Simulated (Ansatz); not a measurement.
A structure relaxed at r2SCAN-D4/def2-TZVP in Ansatz, charge 0, doublet:

Cartesian coordinates in Å:
```
Mg 0.615 -2.190 2.421
Mg -1.069 0.825 -2.759
Mg 1.402 0.592 2.949
Mg -0.041 0.045 -0.180
H -1.689 1.293 -4.310
H 0.249 -1.620 0.602
H 0.534 1.055 1.277
```

**Question.** Give its formula.

**Answer.** Mg4H3.

**Question.** Summarise the bond lengths by kind (pairs closer than 1.2 times the sum of covalent radii, bridged metal pairs left out).

**Answer.** 2 × Mg–Mg 2.88 to 2.94 Å; 5 × H–Mg 1.73 to 1.94 Å.

The charge 0 doublet is spin-contaminated (final ⟨S²⟩ up to 0.85, 0.75 for a pure state). The relaxation made no stability test and no search for a lower SCF solution. Another isomer (doublet) lies 0.05 eV lower at PBE0-D4/def2-TZVP; other spin states weren't run for this one.
